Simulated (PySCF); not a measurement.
Electron correlation in As (arsenic, neutral)

[Ar] 3d10 4s1 4p3 5s1, high-spin 6S determinant (an excited configuration). Calculation: PySCF 2.14, in x2c-QZVPPall with one added diffuse shell each of s, p, d, f type (12s9p6d5f1g, 113 functions); scalar relativity by spin-free X2C-1e. Frozen: [Ar] 3d10; 5 electrons correlated.

MP2 pair energies summed by pair of shells (mhartree):

| pair | energy | share (%) |
| --- | --- | --- |
| 4p-4p | -16.27 | 58.0 |
| 4p-5s | -7.83 | 27.9 |
| 4s-4p | -3.68 | 13.1 |
| 4s-5s | -0.28 | 1.0 |

Total MP2 correlation energy: -28.07 mhartree.

Same-spin part -28.07 and opposite-spin part 0.00 mhartree; SCS-MP2 scales them by 1/3 and 6/5 to -9.36 mhartree.
